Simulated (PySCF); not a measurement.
## Working out the ionisation energy of Ca⁺

Ca⁺ [Ar] 4s1 (2S) → Ca²⁺ [Ar] (1S). Computed with PySCF 2.14 in x2c-TZVPPall (6s5p3d, 36 functions), with scalar relativity by spin-free X2C-1e. Frozen: [Ne]. Energies in hartree (1 hartree = 27.21139 eV):

```tsv
part	Ca⁺ (lower)	Ca²⁺ (upper)
UHF	-679.431358	-679.013930
MP2 opposite-spin	-0.123174	-0.115208
MP2 same-spin	-0.051359	-0.044619
```

Problem. What does Hartree-Fock give?

Solution. (-679.013930) − (-679.431358) = 0.417428 hartree = 11.359 eV.

Problem. What do MP2 and SCS-MP2 (6/5 opposite-spin, 1/3 same-spin) give?

Solution. The opposite-spin parts differ by 0.217 eV and the same-spin parts by 0.183 eV. MP2: 11.359 + (0.217) + (0.183) = 11.759 eV. SCS-MP2: 11.359 + 1.2 × (0.217) + (0.183)/3 = 11.680 eV.

Measured between the centres of the two terms (NIST): 11.872 eV, so MP2 (valence and next inner shell) is off by -0.113 eV.

What remains against the reference includes basis incompleteness, the frozen core and correlation beyond second order.
